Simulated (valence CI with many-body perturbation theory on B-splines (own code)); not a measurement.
The numbers below are computed, except where a source is named.
## Level structure of P⁸⁺

Method: valence CI with perturbative core correlation (CI+MBPT): five valence electrons over a frozen Dirac-Fock core [He], a basis of 11 s, 11 p, 10 d, 8 f, 5 g, 2 h functions for each j, with the one-electron correlation potential Σ1 (screened to all orders), the two-electron term Σ2, the three-electron term Σ3, Breit, model QED; selected single and double excitations, second order for the rest, scaled by the run's own slope (own B-spline code, finite nucleus).

No measured spectrum was set against this ion. As an estimate, levels of excited configurations hold to 0.05 to 0.15 % of their energy, terms of the ground configuration to about 0.5 %. Among the levels kept, up to 6100 cm⁻¹ of a level comes from second order outside the variational space, and about a tenth of that is noise between levels of different J, which matters for small intervals.

Levels 136 to 180 of 194, with energies above the lowest level, 2s2 2p3 4S°_3/2. "Leading %" is the weight of the configuration and term that name the level; weights of strongly mixed levels are sums over their largest components and can fall short. In the jj column 3d3/2^4 stands for four electrons in 3d with j = 3/2.

| No. | Configuration | Term | J | E (cm⁻¹) | Leading % | g | Leading jj | Second component |
| --- | --- | --- | --- | --- | --- | --- | --- | --- |
| 136 | 2s 2p3 3d | 4F° | 7/2 | 2273100 | 96 | 1.231 | 2s 2p1/2 2p3/2^2 3d3/2 (44 %) |  |
| 137 | 2s 2p3 3d | 4F° | 9/2 | 2273900 | 95 | 1.327 | 2s 2p1/2 2p3/2^2 3d5/2 (78 %) |  |
| 138 | 2s 2p3 3d | 4G° | 11/2 | 2278500 | 98 | 1.273 | 2s 2p1/2 2p3/2^2 3d5/2 (98 %) |  |
| 139 | 2s 2p3 3d | 4G° | 9/2 | 2278500 | 94 | 1.178 | 2s 2p1/2 2p3/2^2 3d5/2 (47 %) |  |
| 140 | 2s 2p3 3d | 4G° | 7/2 | 2278500 | 95 | 0.992 | 2s 2p1/2 2p3/2^2 3d3/2 (40 %) |  |
| 141 | 2s 2p3 3d | 4G° | 5/2 | 2278600 | 96 | 0.578 | 2s 2p1/2 2p3/2^2 3d3/2 (40 %) |  |
| 142 | 2s 2p3 3p | 2S | 1/2 | 2280700 | 97 | 1.998 | 2s 2p3/2^3 3p3/2 (27 %) |  |
| 143 | 2s 2p3 3d | 4D° | 7/2 | 2288700 | 98 | 1.429 | 2s 2p1/2 2p3/2^2 3d5/2 (63 %) |  |
| 144 | 2s 2p3 3d | 4D° | 1/2 | 2288900 | 98 | 0.001 | 2s 2p1/2 2p3/2^2 3d3/2 (38 %) |  |
| 145 | 2s 2p3 3d | 4D° | 5/2 | 2288900 | 98 | 1.372 | 2s 2p1/2 2p3/2^2 3d3/2 (42 %) |  |
| 146 | 2s 2p3 3d | 4D° | 3/2 | 2288900 | 98 | 1.201 | 2s 2p1/2 2p3/2^2 3d3/2 (40 %) |  |
| 147 | 2s 2p3 3d | 2S° | 1/2 | 2292300 | 97 | 2.000 | 2s 2p1/2 2p3/2^2 3d5/2 (58 %) |  |
| 148 | 2s 2p3 3d | 2G° | 9/2 | 2294800 | 98 | 1.112 | 2s 2p1/2 2p3/2^2 3d3/2 (54 %) |  |
| 149 | 2s 2p3 3d | 2G° | 7/2 | 2295000 | 98 | 0.890 | 2s 2p1/2 2p3/2^2 3d5/2 (42 %) |  |
| 150 | 2s 2p3 3s | 2P° | 3/2 | 2300000 | 92 | 1.342 | 2s 2p3/2^3 3s (37 %) |  |
| 151 | 2s 2p3 3s | 2P° | 1/2 | 2300200 | 94 | 0.683 | 2s 2p3/2^3 3s (38 %) |  |
| 152 | 2s 2p3 3d | 4P° | 5/2 | 2300400 | 97 | 1.600 | 2s 2p1/2 2p3/2^2 3d5/2 (52 %) |  |
| 153 | 2s 2p3 3d | 4P° | 3/2 | 2301700 | 93 | 1.725 | 2s 2p1/2 2p3/2^2 3d3/2 (52 %) |  |
| 154 | 2s 2p3 3d | 4P° | 1/2 | 2302400 | 96 | 2.658 | 2s 2p1/2 2p3/2^2 3d3/2 (34 %) |  |
| 155 | 2s 2p3 3d | 2P° | 3/2 | 2307900 | 93 | 1.343 | 2s 2p1/2 2p3/2^2 3d5/2 (59 %) |  |
| 156 | 2s 2p3 3d | 2P° | 1/2 | 2309400 | 95 | 0.677 | 2s 2p1/2 2p3/2^2 3d5/2 (54 %) |  |
| 157 | 2s 2p3 3d | 4S° | 3/2 | 2310400 | 94 | 1.993 | 2s 2p1/2 2p3/2^2 3d5/2 (39 %) |  |
| 158 | 2s 2p3 3d | 2D° | 5/2 | 2312700 | 95 | 1.195 | 2s 2p1/2 2p3/2^2 3d5/2 (40 %) |  |
| 159 | 2s 2p3 3d | 2D° | 3/2 | 2316300 | 97 | 0.801 | 2s 2p1/2 2p3/2^2 3d5/2 (46 %) |  |
| 160 | 2s 2p3 3d | 2F° | 7/2 | 2323200 | 97 | 1.144 | 2s 2p1/2 2p3/2^2 3d5/2 (45 %) |  |
| 161 | 2s 2p3 3d | 2F° | 5/2 | 2323700 | 95 | 0.866 | 2s 2p1/2 2p3/2^2 3d5/2 (51 %) |  |
| 162 | 2s 2p3 3p | 2P | 1/2 | 2328200 | 86 | 0.817 | 2s 2p1/2 2p3/2^2 3p3/2 (48 %) | 6 % 2s 2p3 3p 4P |
| 163 | 2s 2p3 3p | 2P | 3/2 | 2328600 | 79 | 1.394 | 2s 2p1/2 2p3/2^2 3p1/2 (43 %) | 13 % 2s 2p3 3p 4P |
| 164 | 2s 2p3 3p | 4P | 1/2 | 2330900 | 66 | 2.513 | 2s 2p1/2 2p3/2^2 3p1/2 (29 %) | 21 % 2s2 2p2 4s 4P |
| 165 | 2s 2p3 3p | 4P | 3/2 | 2331900 | 64 | 1.670 | 2s 2p1/2 2p3/2^2 3p3/2 (31 %) | 16 % 2s2 2p2 4s 4P |
| 166 | 2s 2p3 3p | 4P | 5/2 | 2332400 | 81 | 1.598 | 2s 2p1/2 2p3/2^2 3p3/2 (46 %) | 13 % 2s2 2p2 4s 4P |
| 167 | 2s 2p3 3d | 4F° | 9/2 | 2334400 | 97 | 1.332 | 2s 2p3/2^3 3d5/2 (48 %) |  |
| 168 | 2s 2p3 3p | 2F | 5/2 | 2334800 | 98 | 0.857 | 2s 2p1/2 2p3/2^2 3p1/2 (59 %) |  |
| 169 | 2s 2p3 3d | 4F° | 7/2 | 2335000 | 96 | 1.237 | 2s 2p1/2 2p3/2^2 3d5/2 (37 %) |  |
| 170 | 2s 2p3 3d | 4F° | 5/2 | 2335500 | 96 | 1.028 | 2s 2p1/2 2p3/2^2 3d3/2 (35 %) |  |
| 171 | 2s 2p3 3d | 4F° | 3/2 | 2335900 | 97 | 0.401 | 2s 2p1/2 2p3/2^2 3d3/2 (74 %) |  |
| 172 | 2s 2p3 3p | 2F | 7/2 | 2336200 | 98 | 1.143 | 2s 2p1/2 2p3/2^2 3p3/2 (76 %) |  |
| 173 | 2s 2p3 3d | 4P° | 1/2 | 2340600 | 97 | 2.661 | 2s 2p3/2^3 3d3/2 (42 %) |  |
| 174 | 2s 2p3 3d | 4P° | 3/2 | 2341400 | 96 | 1.733 | 2s 2p3/2^3 3d3/2 (24 %) |  |
| 175 | 2s 2p3 3d | 4P° | 5/2 | 2342400 | 97 | 1.599 | 2s 2p1/2 2p3/2^2 3d5/2 (49 %) |  |
| 176 | 2s 2p3 3p | 2D | 5/2 | 2346300 | 89 | 1.202 | 2s 2p1/2 2p3/2^2 3p3/2 (52 %) | 5 % 2s2 2p2 4s 2D |
| 177 | 2s 2p3 3p | 2D | 3/2 | 2346300 | 90 | 0.803 | 2s 2p1/2 2p3/2^2 3p3/2 (43 %) | 5 % 2s2 2p2 4s 2D |
| 178 | 2s2 2p2 4s | 2P | 1/2 | 2347000 | 43 | 1.625 | 2s^2 2p1/2^2 4s (54 %) | 34 % 2s2 2p2 4s 4P |
| 179 | 2s 2p3 3d | 4D° | 1/2 | 2347200 | 94 | 0.001 | 2s 2p1/2 2p3/2^2 3d3/2 (48 %) |  |
| 180 | 2s 2p3 3d | 4D° | 3/2 | 2347300 | 94 | 1.197 | 2s 2p3/2^3 3d3/2 (25 %) |  |

Names give the largest LS component (configuration and term), which can be under half, so a name can repeat, a term be missing and a line seem to break the LS rules; names also repeat where a configuration has a term twice.
